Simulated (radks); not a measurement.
Values are calculated unless marked as measured or tabulated.
All-electron atom: W in [Xe] 4f12 5d4 6s2 6p2 (not the ground configuration). Level of theory: non-relativistic Kohn-Sham, r2SCAN, spin-unpolarised, spherical densities, point nucleus; meta-GGA in the generalised Kohn-Sham scheme; relativity is left out, which matters for an element this heavy (a radial shooting solver on a logarithmic mesh with Libxc functionals). Some entries of the table are withheld. Estimate them.

orbital  occ.  eigenvalue (eV)  <1/r> (bohr^-1)  <r^2> (bohr^2)
1s          2        -63861.00            73.44       0.0005602
2s          2        -10550.19              (1)        0.008769
2p          6        -10108.24            17.25        0.006488
3s          2        -2446.129            6.640         0.05487
3p          6        -2241.661            6.580         0.05080
3d         10        -1861.227            6.493         0.03959
4s          2        -520.9577            2.878          0.2667
4p          6              (2)            2.784          0.2761
4d         10        -277.3916            2.592          0.2979
5s          2         -83.2338            1.172           1.419
4f         12         -72.6825              (3)          0.3801
5p          6         -56.6372            1.068           1.692
5d          4         -15.5811           0.8042           3.066
6s          2          -8.3461           0.4131           10.54
6p          2          -3.5572           0.3313           16.34

Answer. 
(1) 2s <1/r> (bohr^-1): 17.24
(2) 4p eigenvalue (eV): -434.5087
(3) 4f <1/r> (bohr^-1): 2.210
